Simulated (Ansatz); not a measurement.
Breaking the Ge1–H2 bond in BrGeH (SMILES [GeH][Br]) (multiplicity 1 held, fragments rigid). Energies count from the point at 1.603 Å.
Geometry at that point (charge 0, multiplicity 1):
```xyz
3

Ge    -0.6857    -0.5787     0.8219
H     -1.7232    -1.0732    -0.2958
Br     0.6761     0.5597    -0.7430
```

Restricted levels (R-, RO-) in cc, def2 and unpolarised 6-31G sets keep to the state of the molecule at rest.

Codes used: Ansatz (a first-principles code). Values without a source in brackets are computed.

Estimate the energy at R = 5.130 Å that R-B3LYP/cc-pVTZ returns for this input.

4.34 eV

Estimate the energy at R = 5.130 Å that R-HF/cc-pVTZ returns for this input.

6.08 eV

What energy at R = 5.130 Å does R-wB97X-V/cc-pVTZ give?

5.68 eV

Doubts at one or more of the structures used: a restricted determinant that unrestricted orbitals would lower (R-HF/cc-pVTZ, R-B3LYP/cc-pVTZ, R-wB97X-V/cc-pVTZ).
